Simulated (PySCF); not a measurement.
The numbers are results of B3LYP-D3(BJ)/def2-TZVP // r2SCAN-D4/def2-SVP in PySCF, not measurements. Isolated molecules, 0 K electronic values unless said otherwise. One relaxed conformer stands for a flexible species; it need not be the lowest. B3LYP has the VWN-RPA correlation part, as in Gaussian. 

Reference species: [Hf(H)4] (neutral, multiplicity 1).

```
Quantity                                                       Result
------------------------------------------------------------  -------
HOMO–LUMO gap                                                 5.93 eV
mean distance from the central atom to its bonded neighbours  1.847 Å
```

Changed species: [Hf(CH3)2(H)2] (2 of 4 CH3 replaced by H; the reference has 4 of 4 CH3 replaced by H).

What does the change do to the HOMO–LUMO gap and mean distance from the central atom to its bonded neighbours?

the HOMO–LUMO gap rises by 0.15 eV, to 6.08 eV; the mean distance from the central atom to its bonded neighbours increases by 0.180 Å, to 2.027 Å.
